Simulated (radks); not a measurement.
Values are calculated unless marked as measured or tabulated.
Isoelectronic series with 7 electrons, all held in the configuration [He] 2s2 2p3, which need not be the ground one along the series. Level of theory: non-relativistic Kohn-Sham, r2SCAN, spin-polarised, spherical densities, point nucleus; open shells are filled with parallel spins first (spin-orbit coupling, left out, can overturn this in heavy ions); meta-GGA in the generalised Kohn-Sham scheme (a radial shooting solver on a logarithmic mesh with Libxc functionals). Total energies (hartree) and orbital eigenvalues (hartree) (* marks an orbital that is empty in some or all of the ions):

| ion | E (hartree) | 2p down* | 2p up | 2s down | 2s up | 1s down |
|---|---|---|---|---|---|---|
| N | -54.58403 | -0.11578 | -0.32693 | -0.55841 | -0.78479 | -14.21067 |
| P8+ | -305.58183 | -12.06833 | -12.88775 | -13.75938 | -14.44493 | -86.28340 |
| V16+ | -764.69667 | -40.10978 | -41.53136 | -43.04969 | -44.17608 | -222.4848 |
| Ga24+ | -1431.83000 | -84.16360 | -86.18716 | -88.35125 | -89.91599 | -422.7065 |
| Ag40+ | -3390.11214 | -220.2815 | -223.5090 | -226.9631 | -229.4027 | -1015.167 |
| Cs48+ | -4681.2562 | -312.3423 | -316.1719 | -320.2707 | -323.1474 | -1407.401 |
| Eu56+ | -6180.4012 | -420.4038 | -424.8354 | -429.5788 | -432.8924 | -1863.636 |
| Lu64+ | -7887.5468 | -544.4658 | -549.4994 | -554.8872 | -558.6378 | -2383.872 |
| Au72+ | -9802.6929 | -684.5279 | -690.1636 | -696.1958 | -700.3832 | -2968.108 |
